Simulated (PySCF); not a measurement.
## Mg (magnesium, neutral): UHF calculation

Configuration: [Ne] 3p2, high-spin 3P determinant (an excited configuration). All numbers are calculated (PySCF 2.14, the non-relativistic Hamiltonian (point nucleus), in aug-cc-pVQZ (7s6p4d3f2g, 84 functions)).

- Total energy: -199.383809 hartree
- One-electron energy: -277.7312 hartree
- Hartree (Coulomb) energy: 94.2985 hartree
- Exchange energy: -15.9511 hartree
- Kinetic energy: 199.38221 hartree
- ⟨S²⟩: 2.0000
- ⟨L²⟩: 2.000
- Sum of ⟨r⟩: 13.94 bohr
- Sum of ⟨r²⟩: 44.27 bohr²
- Traceless quadrupole moment −½Σ⟨3z² − r²⟩ along its main axis: 7.90 e·bohr²
- Density at the nucleus (Gaussians lack the cusp): 1080 bohr⁻³
- Spin density at the nucleus: -0.00525 bohr⁻³
- Langevin diamagnetic susceptibility: -35.1 ×10⁻⁶ cm³/mol

```csv
shell,electrons,mean orbital energy (hartree),spread (hartree),"rms radius, mean of both spins (bohr)"
1s α,1,-49.17436,0,0.152
1s β,1,-49.17075,0,0.152
2s α,1,-3.90176,0,0.757
2s β,1,-3.89612,0,0.757
2p α,3,-2.42764,0.00433,0.769
2p β,3,-2.41841,0.00662,0.769
3p α,2,-0.17763,0,4.45
```

Spin-orbit constants ζ (cm⁻¹) from the X2C one-electron operator on these orbitals (non-relativistic here): bare nucleus, nucleus screened by l(l+1)(2l+1)/3 electrons, and screened by the Breit-Pauli mean field of the electrons.

| shell | bare | screened nucleus | mean field |
| --- | --- | --- | --- |
| 2p | 1742 | 1452 | 1320 |
| 3p | 40.45 | 33.71 | 29.78 |

To first order the Landé constant is A = 14.89 cm⁻¹, so the lowest level has J = 0 and lies 0.00369 eV below the centre of the term. This holds in LS coupling only.
